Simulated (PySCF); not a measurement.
Input of a run (PBE0-D3(BJ)/def2-SVP geometry optimisation, gas phase (PySCF 2.14.0)), started from a GFN2-xTB structure with every atom displaced at random (by about 0.01 Å):
```
{"job": {"xc": "PBE0", "basis": "def2-SVP", "d3": "d3bj", "grid": 1, "shake": 0.01, "kind": "geom"}, "charge": 0, "multiplicity": 1}
F     -1.822690    -1.406460    -0.003770
C     -0.793780    -0.584770    -0.007110
C     -0.731460     0.755050    -0.009060
O      0.641800     1.093290    -0.002840
B      1.304750    -0.088910    -0.013920
O      0.424470    -1.137420    -0.009500
H     -1.442360     1.526870     0.002480
H      2.474400    -0.176790    -0.008760
```

Output (energies in Eh, forces in Eh/bohr):
```
step   0  E = -351.97010021  max force = 0.041288
step   1  E = -351.96773237  max force = 0.015068
step   2  E = -351.97123040  max force = 0.009717
step   3  E = -351.97197966  max force = 0.010601
step   4  E = -351.97281132  max force = 0.003188
step   5  E = -351.97288218  max force = 0.000848
step   6  E = -351.97289755  max force = 0.000605
step   7  E = -351.97289821  max force = 0.000253
optimisation converged
```

Q: Summarise the run.

A: The energy falls by 7.3 kJ/mol over 8 energy and gradient evaluations, the largest force component goes from 0.0413 to 2.5e-04 Eh/bohr, and the atoms move by 0.021 Å rms after alignment. The bond that changes most is C3–O4 (unsaturated ring CH carbon to ring oxygen), which shortens by 0.038 Å. Bonds longer at the end by more than 0.005 Å: 5 of 8; shorter: 2. Among the angles that change most is O4–B5–H8, from 123.6° to 125.8°. The energy rose by more than 1e-6 Eh at step 1.

Q: What are the final bond lengths?

A: F1–C2 1.302 Å, C2=C3 1.340 Å, C3–O4 1.376 Å, O4–B5 1.368 Å, B5–O6 1.387 Å, C2–O6 1.344 Å, C3–H7 1.085 Å, B5–H8 1.194 Å. Numbering counts from 1 in the input's order; the species is `C1=C(F)OBO1`.

The run used 94 basis functions and 56 SCF cycles in all. Hardware: an Arm Neoverse V1 with one thread, no GPU, shared host with 32 logical CPUs at a one-minute load of 50. Cost: 22 s of wall time, 0.38 GiB resident at most.

Whether it is a minimum is left open (no frequencies).
